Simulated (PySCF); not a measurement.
PySCF input for Ge₂H₆O, SMILES [GeH3][O][GeH3], PBE/pcSseg-1. Coordinates come from a r2SCAN-D4/def2-SVP optimisation.

```python
import numpy as np
from pyscf import gto, scf, dft
from pyscf.prop.nmr import rks as nmr

mol = gto.M(
    atom='''
    O    -0.00000000    0.00000000    0.71590755
    Ge   -1.60025137   -0.00000000   -0.06470840
    H    -2.61602642    0.00000000    1.08181729
    H    -1.74375347    1.26166414   -0.93738939
    H    -1.74375347   -1.26166415   -0.93738938
    Ge    1.60025137   -0.00000000   -0.06470840
    H     1.74375347   -1.26166414   -0.93738938
    H     1.74375347    1.26166415   -0.93738939
    H     2.61602642    0.00000001    1.08181729
    ''',
    basis='pcSseg-1',
    charge=0,
    spin=0,
    max_memory=1600,
    verbose=3,
)
mf = dft.RKS(mol, xc='pbe')
mf.grids.level = 3
mf.conv_tol = 1e-10
mf.max_cycle = 100
mf.kernel()
n = nmr.NMR(mf)
n.verbose = 2
n.max_cycle_cphf = 60
sigma = n.kernel()
print('atom   isotropic/ppm   span/ppm')
for i, s in enumerate(sigma):
    w = np.linalg.eigvalsh((s + s.T) / 2)
    print(f'{mol.atom_symbol(i):2s}{i + 1:3d} {w.mean():14.3f} {w[2] - w[0]:11.3f}')
```

Program output:

```
converged SCF energy = -4231.70037799929
atom   isotropic/ppm   span/ppm
O   1        337.361     138.643
Ge  2       1331.551     418.033
H   3         25.946      17.216
H   4         25.917      16.427
H   5         25.917      16.427
Ge  6       1331.551     418.033
H   7         25.917      16.427
H   8         25.917      16.427
H   9         25.946      17.216
```

Self-consistency was reached.

Cost: roughly 19 core-seconds.
